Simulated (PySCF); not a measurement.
Task: What does the PBE0-D3(BJ)/def2-SVP structure of `CC(C)[Si@H](O)N(C)C` look like in three dimensions?

Result: 
```xyz
23
C5H15NOSi angstrom
C      2.3092   -1.5547   -0.4007
C      1.2198   -0.7770    0.3404
C      1.7792    0.4808    1.0037
Si    -0.1728   -0.3673   -0.8651
O      0.3596    0.6268   -2.1025
N     -1.4610    0.4537   -0.0357
C     -2.4992    1.0990   -0.8023
C     -1.8338    0.1896    1.3288
H      1.9250   -2.4943   -0.8284
H      2.7199   -0.9607   -1.2334
H      3.1455   -1.8102    0.2719
H      0.8010   -1.4369    1.1235
H      2.5919    0.2361    1.7083
H      2.2055    1.1652    0.2504
H      1.0108    1.0417    1.5577
H     -0.5878   -1.6025   -1.5991
H      0.5934    1.5192   -1.8289
H     -3.4287    0.4963   -0.8576
H     -2.7714    2.0766   -0.3603
H     -2.1541    1.2852   -1.8303
H     -1.0051   -0.2714    1.8859
H     -2.7077   -0.4890    1.4118
H     -2.1026    1.1256    1.8549
```

Any rigid rotation of these coordinates is as good. Atoms count from 1 in this order. Si4 (oxygen-bound silicon) is distorted tetrahedral (angles from 102.5° to 114.7°). N6 (silicon-bound nitrogen) is almost planar (angles 123.9°, 119.4° and 113.5°, sum 356.9°, 0.16 Å off the plane of its three neighbours). Of the pairs four or more bonds apart, H12···H21 is among the closest relative to their van der Waals radii: 2.28 Å, 95 % of the sum of Bondi's values.

Bonds between heavy atoms (Å): C1–C2 1.530, C2–C3 1.528, C2–Si4 1.887, Si4–O5 1.674, Si4–N6 1.738, N6–C7 1.443, N6–C8 1.439.

Method used: PBE0-D3(BJ)/def2-SVP geometry optimisation, gas phase (PySCF).

Point group: C1 (no symmetry element, even within 0.4 Å). No PBE0-D3(BJ)/def2-SVP frequencies stand behind this structure, so it isn't proved a minimum. One conformer, not necessarily the lowest (C1–C2–Si4–O5 -63°, C2–Si4–O5–H -68°, C2–Si4–N6–C7 167°).

Time: 4.7 min wall; peak memory 0.81 GiB. Hardware: one thread of an Arm Neoverse N1 (shared host). That covers the optimisation of the geometry.
